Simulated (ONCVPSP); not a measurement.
**Before and after: ONCV potential for magnesium (Mg)**

- Element: magnesium
- Generator: ONCVPSP 4.0.1
- Type: optimised norm-conserving Vanderbilt (ONCV)
- Functional: PBE
- Relativity: scalar-relativistic
- Frozen core: [He]
- Valence charge: 10
- Reference configuration: 2s2 2p6 3s2
- Partial waves: 2s+3s: rc 1.10 bohr, ncon 5, nbas 9, qcut 13.6 1/bohr, 2 projectors; 2p: rc 1.30 bohr, ncon 4, nbas 8, qcut 12.6 1/bohr, 2 projectors, debl 0.6 Ha; d scattering state at 0.21 Ha: rc 1.10 bohr, ncon 5, nbas 9, qcut 9.5 1/bohr, local
- Local potential: the d channel
- Core correction: none

In the p channel the program set the typed energies aside and used -1.713, 0.250 Ha.

All-electron outer shells of the reference configuration (PBE, scalar-relativistic, ld1.x):

```csv
shell,level (eV),outermost node (bohr),outermost maximum (bohr)
1s,-1259.65,–,0.09
2s,-79.85,0.18,0.54
2p,-46.61,–,0.48
3s,-4.70,0.90,2.56
```

Change: s: qcut 14.6; p: qcut 13.5; d: qcut 10.2.

Cutoffs: the cutoffs (Ha) at which the residual kinetic energy of the hardest occupied pseudo-wave falls to 1 and 0.1 mHa per electron; they do not see the model core or the augmentation charge, which bear on the density cutoff. Errors are all-electron minus pseudo energies relative to the spin-unpolarised reference configuration.

Task: How do hardness, ghosts and transferability respond?

Result: The potential gets harder (54 Ha and 67 Ha → 58 Ha and 73 Ha); the errors of the 4 common tests hardly move; neither file shows a bound ghost.

| quantity | base | changed |
| --- | --- | --- |
| cutoff, loose | 54 Ha | 58 Ha |
| cutoff, tight | 67 Ha | 73 Ha |
| loose cutoff by channel | s 53 Ha, p 54 Ha | s 58 Ha, p 58 Ha |
| bound ghosts | none | none |
| GHOST(+) flags under 300 eV | none | none |
| error for 2s2 2p6 3s1, meV [ΔE 7.96 eV] | -0.2 | -0.2 |
| error for 2s2 2p6 3s0, meV [ΔE 22.99 eV] | -1.3 | -1.1 |
| error for 2s2 2p6 3s1.5, meV [ΔE 3.14 eV] | 0.0 | 0.0 |
| error for 2s2 2p5 3s2, meV [ΔE 58.54 eV] | +354 | +307 |
| s: phases at 1.11 bohr within 0.05 rad from the reference energy up to (Ha; the scan ends near 5) | to the end of the scan | to the end of the scan |
| p: phases at 1.32 bohr within 0.05 rad from the reference energy up to (Ha; the scan ends near 5) | to the end of the scan | to the end of the scan |
| d: phases at 1.11 bohr within 0.05 rad from the reference energy up to (Ha; the scan ends near 5) | to the end of the scan | to the end of the scan |
